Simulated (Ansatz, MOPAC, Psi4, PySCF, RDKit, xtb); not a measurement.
Pair of molecules: CH5N (SMILES CN) (first 7 atoms) with H4OSi (SMILES O[SiH3]); geometry from B3LYP-D3(BJ)/def2-TZVP, rigid monomers moved along the line of their centres of mass till N2···H10 is 2.07 Å.
(charge 0, multiplicity 1):
```xyz
13

C      0.2380    -0.3606    -0.1201
N     -0.2685     0.9711     0.2359
H     -0.4584    -1.1158     0.2446
H      1.1923    -0.5243     0.3807
H      0.3809    -0.5119    -1.1949
H     -1.1639     1.1479    -0.2046
H      0.3660     1.6961    -0.0786
O     -0.5256     0.9929     3.2809
Si    -0.0883    -0.3882     4.0360
H     -0.4589     1.0324     2.2944
H     -0.9067    -1.5555     3.6045
H     -0.2738    -0.1891     5.4903
H      1.3340    -0.7493     3.7803
```

```json
[
 {"level": "MMFF94", "interaction energy (kcal/mol)": "-6.63", "cost": "-"},
 {"level": "UFF", "interaction energy (kcal/mol)": "9.74", "cost": "-"},
 {"level": "GFN-FF", "interaction energy (kcal/mol)": "-9.00", "cost": "-"},
 {"level": "AM1", "interaction energy (kcal/mol)": "-1.84", "cost": "-"},
 {"level": "PM6", "interaction energy (kcal/mol)": "-6.46", "cost": "-"},
 {"level": "PM7", "interaction energy (kcal/mol)": "-7.48", "cost": "-"},
 {"level": "GFN1-xTB", "interaction energy (kcal/mol)": "-7.37", "cost": "-"},
 {"level": "GFN2-xTB", "interaction energy (kcal/mol)": "-6.72", "cost": "-"},
 {"level": "HF/STO-3G (no counterpoise)", "interaction energy (kcal/mol)": "-5.73", "cost": "-"},
 {"level": "HF/3-21G (no counterpoise)", "interaction energy (kcal/mol)": "-13.06", "cost": "-"},
 {"level": "HF/6-31G*", "interaction energy (kcal/mol)": "-8.03", "cost": "-"},
 {"level": "HF/6-31G* (no counterpoise)", "interaction energy (kcal/mol)": "-9.06", "cost": "-"},
 {"level": "HF/aug-cc-pV(D+d)Z", "interaction energy (kcal/mol)": "-6.66", "cost": "-"},
 {"level": "PBE/def2-TZVPPD", "interaction energy (kcal/mol)": "-9.28", "cost": "×1"},
 {"level": "PBE-D3(BJ)/def2-TZVPPD", "interaction energy (kcal/mol)": "-10.58", "cost": "×1"},
 {"level": "PBE-D4/def2-TZVPPD", "interaction energy (kcal/mol)": "-10.61", "cost": "×1"},
 {"level": "BP86/6-31G* (no counterpoise)", "interaction energy (kcal/mol)": "-11.13", "cost": "-"},
 {"level": "r2SCAN/def2-TZVPPD", "interaction energy (kcal/mol)": "-9.50", "cost": "×1"},
 {"level": "r2SCAN-D3(BJ)/def2-TZVPPD", "interaction energy (kcal/mol)": "-10.07", "cost": "×1"},
 {"level": "r2SCAN-D4/def2-TZVPPD", "interaction energy (kcal/mol)": "-10.01", "cost": "×1"},
 {"level": "B3LYP/3-21G (no counterpoise)", "interaction energy (kcal/mol)": "-16.06", "cost": "-"},
 {"level": "B3LYP/6-31G*", "interaction energy (kcal/mol)": "-9.76", "cost": "-"},
 {"level": "B3LYP/6-31G* (no counterpoise)", "interaction energy (kcal/mol)": "-11.18", "cost": "-"},
 {"level": "B3LYP/6-311+G** (no counterpoise)", "interaction energy (kcal/mol)": "-9.12", "cost": "-"},
 {"level": "B3LYP/def2-TZVPPD", "interaction energy (kcal/mol)": "-8.15", "cost": "×2"},
 {"level": "B3LYP-D3(BJ)/def2-TZVPPD", "interaction energy (kcal/mol)": "-10.13", "cost": "×2"},
 {"level": "B3LYP-D4/def2-TZVPPD", "interaction energy (kcal/mol)": "-10.10", "cost": "×2"},
 {"level": "PBE0/def2-TZVPPD", "interaction energy (kcal/mol)": "-9.02", "cost": "×1"},
 {"level": "PBE0-D3(BJ)/def2-TZVPPD", "interaction energy (kcal/mol)": "-10.28", "cost": "×1"},
 {"level": "PBE0-D4/def2-TZVPPD", "interaction energy (kcal/mol)": "-10.26", "cost": "×1"},
 {"level": "M06-2X/6-31G* (no counterpoise)", "interaction energy (kcal/mol)": "-11.91", "cost": "-"},
 {"level": "wB97X-V/def2-TZVPPD", "interaction energy (kcal/mol)": "-9.57", "cost": "×3"},
 {"level": "wB97M-V/def2-TZVPPD", "interaction energy (kcal/mol)": "-9.54", "cost": "×3"},
 {"level": "MP2/6-31G*", "interaction energy (kcal/mol)": "-9.77", "cost": "-"},
 {"level": "MP2/6-31G* (no counterpoise)", "interaction energy (kcal/mol)": "-12.00", "cost": "-"},
 {"level": "MP2/aug-cc-pV(D+d)Z", "interaction energy (kcal/mol)": "-9.01", "cost": "-"},
 {"level": "SCS-MP2/aug-cc-pV(D+d)Z", "interaction energy (kcal/mol)": "-8.26", "cost": "-"},
 {"level": "CCSD/aug-cc-pV(D+d)Z", "interaction energy (kcal/mol)": "-8.47", "cost": "-"},
 {"level": "CCSD(T)/aug-cc-pV(D+d)Z", "interaction energy (kcal/mol)": "-8.90", "cost": "×10"},
 {"level": "SAPT0/jun-cc-pV(D+d)Z", "interaction energy (kcal/mol)": "-9.12", "cost": "-"}
]
```

The rows run from -16.06 (B3LYP/3-21G (no counterpoise)) to 9.74 kcal/mol (UFF). In aug-cc-pV(D+d)Z the value moves HF -6.66, MP2 -9.01, CCSD -8.47, CCSD(T) -8.90, a shift of -2.24 from HF to CCSD(T). The dispersion term adds -1.30 in PBE-D3(BJ), -1.32 in PBE-D4, -0.58 in r2SCAN-D3(BJ). The 6 functionals in def2-TZVPPD without D3 or D4 span 1.43, from wB97X-V to B3LYP.

Monomers are frozen at their geometry in the pair; levels with a basis set take the counterpoise correction. Rows marked so take none. RDKit's UFF carries no charges.

Frozen-core correlation. Rows in 3-21G, 6-311+G**, 6-31G*, STO-3G carry no dispersion term and start afresh at each structure (6-31G* with six Cartesian d functions). MP2/6-31G* freezes PySCF's default core. The state that AM1, PM6, PM7 reach isn't checked; PM7 holds dispersion and hydrogen-bond terms.

Run with Ansatz (Gaussian basis) for Hartree–Fock, density functionals and correlated methods; MOPAC for AM1, PM6, PM7 (differences of heats of formation); Psi4 for SAPT; PySCF for 3-21G rows, 6-311+G** rows, 6-31G* rows, STO-3G rows, the dispersion terms; RDKit for the force fields; xtb for the GFN methods. Each number belongs to the level named beside it.

Costs are rough ratios of core time to PBE/def2-TZVPPD (about 11 s over the structures, on one shared machine); a dash marks a level with no comparable run of its own.

Ansatz is an electronic-structure program.
